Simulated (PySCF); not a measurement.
## Name the molecule from its bond curve

A diatomic of charge 0 contains Ag. Its singlet curve at PBE0 in a double-zeta basis (scalar-relativistic core potentials, PySCF), in eV from the separated fragments:

R (Å), E (eV) and a bar:
```
    1.395     -1.846 ######################
    1.460     -2.082 ##########
    1.525     -2.217 ###
    1.573     -2.266 #
    1.622     -2.280 
    1.671     -2.266 #
    1.736     -2.214 ###
    1.817     -2.107 #########
    1.914     -1.938 #################
    2.044     -1.675 ##############################
```

The fit gives ωe = 1802 cm⁻¹ and the rotational constant Bₑ = 6.429 cm⁻¹.

Problem. Which atom is the partner?

Solution. The minimum lies at 1.621 Å, so the reduced mass is 16.8576 u Å² cm⁻¹/(Bₑ·Re²) = 0.9979 u. With Ag at 106.91 u the partner weighs about 1.0 u: H. The molecule is AgH.

Spin–orbit coupling is left out.
